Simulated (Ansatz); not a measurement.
```yaml
crystal:
  periodic: [false, false, false]
  atoms:
    - {symbol: N, position_ang: [4.090962, -1.728897, -0.980083]}
    - {symbol: C, position_ang: [3.664310, -0.863349, -0.542561]}
    - {symbol: C, position_ang: [2.811754, 0.140649, 0.128784]}
    - {symbol: C, position_ang: [3.481473, 1.191959, 0.742651]}
    - {symbol: N, position_ang: [4.155924, 2.225732, 1.016028]}
    - {symbol: C, position_ang: [1.406563, 0.063480, -0.003752]}
    - {symbol: C, position_ang: [0.752895, -1.100586, -0.491937]}
    - {symbol: C, position_ang: [-0.532401, -1.106065, -0.576020]}
    - {symbol: C, position_ang: [-1.366368, -0.128301, -0.121608]}
    - {symbol: C, position_ang: [-2.838859, -0.180198, -0.004297]}
    - {symbol: C, position_ang: [-3.662503, 0.937360, 0.471735]}
    - {symbol: N, position_ang: [-4.316712, 1.795780, 1.008714]}
    - {symbol: C, position_ang: [-3.653822, -1.261101, -0.725317]}
    - {symbol: N, position_ang: [-4.161093, -2.198542, -1.124286]}
    - {symbol: C, position_ang: [-0.702515, 1.146427, 0.555289]}
    - {symbol: C, position_ang: [0.528883, 1.177661, 0.607929]}
    - {symbol: H, position_ang: [1.430133, -1.835444, -1.040875]}
    - {symbol: H, position_ang: [-1.279694, -2.064907, -1.024899]}
    - {symbol: H, position_ang: [-1.341572, 1.799038, 1.005218]}
    - {symbol: H, position_ang: [1.279391, 1.961108, 1.120767]}
basis:
  gaussian: {orbitals: 6-31G}
total_charge: -1
magnetization: {spin_polarized: false, initial_magnetization: 1}
hamiltonian: {xc: {name: HF}}
correlation: {method: rpa}
scf: {lower_state_search: off}
```

```sh
$ ansatz run in.yaml --threads 4 --pin off --events-out ev --progress --plain --max-ram 6963MiB
```

Shortened log:

```
Functional definition: HF
2180 factors; integrals over basis functions are off by at most 2.1e-4 eV
mean field evaluation 1: about -18327.1671 eV, gradient 7.3e1 eV
mean field evaluation 2: about -18327.7309 eV, gradient 7.3e1 eV
mean field evaluation 4: about -18342.2897 eV, gradient 8.5e0 eV
mean field evaluation 8: about -18342.6596 eV, gradient 6.2e-1 eV
mean field evaluation 16: about -18342.6654 eV, gradient 5.9e-5 eV
mean field -18342.66544006 eV, -674.0805218171 hartree, gradient 3.0e-6 eV, S^2 0.750000; 0 other end points of the search recorded, 0 dependent functions left out
16 core orbitals not correlated: weight in the atoms' cores, before any rotation towards them, 1.000 or more for the frozen orbitals, at most 0.000 for the correlated occupied ones
reference -18342.66544006 eV, -674.0805218171 hartree; 37, 36 occupied and 99, 100 virtual orbitals, 2180 factors
Total energy: -18383.61054491 eV, -675.5852266667 hartree
Checks for a lower state left out: stability, starts, cluster_reference, orbital_swaps, neighbouring_geometries, increment
```

Hardware: 4 threads of Arm Neoverse V2 on a shared host. Wall time 5 s.

Correlated methods freeze 16 core orbitals. The highest occupied level of an anion often lies above zero with these methods, and sets without diffuse functions describe the outer electron poorly.

With spin_polarized false and unpaired electrons the run is restricted open-shell.
